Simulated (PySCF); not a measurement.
How methods differ on the ionisation energy of Lu(65+)

Lu(65+) [He] 2s2 2p2 [2p1/2^2, M_J = 0] → Lu(66+) [He] 2s2 2p1 [2p1/2^1, M_J = 1/2], as a difference of total energies. Computed with PySCF 2.14 in an uncontracted even-tempered set (17 s from 49 bohr⁻², ratio 2.4; 13 p from 64 bohr⁻², ratio 2.4; 5 d from 210 bohr⁻², ratio 2.6; 4 f from 310 bohr⁻², ratio 2.6), with the two-component X2C-1e Hamiltonian. Correlated levels: nothing frozen; the 30 highest virtual spinors dropped. "Screened" scales the spin-orbit matrix elements by Boettger's factors to mimic the two-electron term; Breit and QED terms are absent.

```json
{"method": "GHF (spin-free)", "ionisation energy (eV)": "15943.4"}
{"method": "GMP2 (spin-free)", "ionisation energy (eV)": "15943.4"}
{"method": "GHF (screened spin-orbit)", "ionisation energy (eV)": "16756.2"}
{"method": "GMP2 (screened spin-orbit)", "ionisation energy (eV)": "16758.4"}
```

**Question.** How much does correlation contribute at GMP2 (screened spin-orbit)?

**Answer.** 16758.4 − (16756.2) = 2.2 eV, measured against GHF (screened spin-orbit).

For this ion Breit and QED terms and the two-electron picture change, all absent here, outweigh the correlation shift from GHF to GMP2.

The spin-free rows relax to the high-spin LS determinant and lack the spin-orbit shift.

The labels give the starting determinants; with spin-orbit coupling the two ends relaxed to ⟨J²⟩ = 0.00, ⟨L²⟩ = 1.33, ⟨S²⟩ = 1.33 and ⟨J²⟩ = 0.75, ⟨L²⟩ = 2.00, ⟨S²⟩ = 0.75.

For comparison: 16730 ± 30 eV (theoretical estimate listed by NIST; NIST Atomic Spectra Database, ionization energies).
